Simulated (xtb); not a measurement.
xtb input (GFN2-xTB):

```bash
xtb mol.xyz --gfn 2 --ohess tight --chrg 0 --uhf 0
```
mol.xyz:
```
4

Sb    -0.00965583    -0.02148762     0.76018798
H     -0.90801744    -1.05224456    -0.27935267
H     -0.50046141     1.24702817    -0.24971501
H      1.37084860    -0.25692894    -0.27922579
```

End of the output:

```
    mode    ω/cm⁻¹     T·S(HO)/kcal·mol⁻¹    T·S(FR)/kcal·mol⁻¹   T·S(vib)
   ------------------------------------------------------------------------
   ------------------------------------------------------------------------

   temp. (K)  partition function   enthalpy   heat capacity  entropy
                                   cal/mol     cal/K/mol   cal/K/mol   J/K/mol
 298.15  VIB   1.06                  134.143      1.917      0.558
         ROT   344.                  888.752      2.981     14.586
         INT   363.                 1022.895      4.898     15.145
         TR   0.135E+28             1481.254      4.968     40.360
Note: The following floating-point exceptions are signalling: IEEE_DENORMAL
normal termination of xtb
         TOT                        2504.1488     9.8662    55.5043   232.2300

       T/K    H(0)-H(T)+PV         H(T)/Eh          T*S/Eh         G(T)/Eh
   ------------------------------------------------------------------------
    298.15    0.399062E-02    0.208838E-01    0.263719E-01   -0.548810E-02
   ------------------------------------------------------------------------

         :::::::::::::::::::::::::::::::::::::::::::::::::::::
         ::                  THERMODYNAMIC                  ::
         :::::::::::::::::::::::::::::::::::::::::::::::::::::
         :: total free energy          -3.711228069247 Eh   ::
         ::.................................................::
         :: total energy               -3.705739970388 Eh   ::
         :: zero point energy           0.016893171088 Eh   ::
         :: G(RRHO) w/o ZPVE           -0.022381269948 Eh   ::
         :: G(RRHO) contrib.           -0.005488098859 Eh   ::
         :::::::::::::::::::::::::::::::::::::::::::::::::::::

optimized geometry written to: xtbopt.xyz

           -------------------------------------------------
          | TOTAL ENERGY               -3.705739970388 Eh   |
          | TOTAL ENTHALPY             -3.684856184130 Eh   |
          | TOTAL FREE ENERGY          -3.711228069247 Eh   |
          | GRADIENT NORM               0.000074738749 Eh/α |
          | HOMO-LUMO GAP               4.838402634415 eV   |
           -------------------------------------------------

------------------------------------------------------------------------
------------------------------------------------------------------------
 total:
 SCF:
 ANC optimizer:
 analytical hessian:
```
